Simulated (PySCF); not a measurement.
Below is a simulated gas-phase Cl 2p photoelectron spectrum of (ClGaNH)3 ring (Cl3Ga3H3N3).

Every computed line was given a Gaussian of 0.4 eV full width at half maximum and an area set by the number of equivalent atoms (split 2:1 within a doublet); the highest printed point is 100. Method: delta-SCF UKS SCAN, pcX-2 on the ionised atom, pcseg-1 elsewhere, spin-free X2C in PySCF.

```tsv
binding energy (eV)	intensity
205.0	0
205.1	2
205.2	9
205.3	27
205.4	60
205.5	92
205.6	100
205.7	77
205.8	42
205.9	16
206.0	4
206.1	1
206.2	0
206.3	0
206.4	0
206.5	0
206.6	0
206.7	0
206.8	2
206.9	8
207.0	21
207.1	38
207.2	50
207.3	46
207.4	30
207.5	14
207.6	5
207.7	1
207.8	0
```

Task: Count the maxima, the lines and the sites behind this envelope.

Result: The curve has 2 maxima (at 205.6 and 207.2 eV). Under it lie 2 lines from 1 inequivalent chlorine site, drawn as a 2p3/2, 2p1/2 pair.

Task: Decompose the envelope and assign each component. Bonds: Ga1–Cl2, Ga1–N3, Ga1–N9, N3–Ga4, Ga4–Cl5, Ga4–N6, N6–Ga7, Ga7–Cl8, Ga7–N9. Hydrogens: H10 on N3; H11 on N6; H12 on N9.

Result: 
```csv
position (eV),relative area,line,atoms,environment
205.57,2.00,Cl 2p3/2,Cl2/Cl5/Cl8,chlorine bonded to Ga
207.23,1.00,Cl 2p1/2,Cl2/Cl5/Cl8,chlorine bonded to Ga
```

Shake-up satellites, vibrational structure and lifetime widths aren't simulated. Atoms equivalent by their bonding share one computed value, that of the first of them. For 2p shells one spin-free hole was relaxed; a mean-field spin–orbit operator and the ground-state splitting of the three 2p orbitals were then diagonalised within the shell. The shell's mean is (2 × 2p3/2 + 2p1/2)/3, and the degeneracies 2j + 1 give areas of 2:1. 2p1/2 minus 2p3/2 (ligand field included): Cl 1.65 eV. Isolated species at its PBE0-D3(BJ)/def2-SVP geometry (one conformer only).
